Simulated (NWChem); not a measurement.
System: BCl₂F; SMILES FB(Cl)Cl

**Question.** Give the equilibrium geometry at PBE0/def2-SVP (NWChem) as an XYZ file, with the point group.

**Answer.** point group C2v; any orientation.
```
4

B      0.0000     0.0000    -0.3489
F      0.0000     0.0000    -1.6596
Cl     1.5210     0.0000     0.5019
Cl    -1.5210     0.0000     0.5019
```
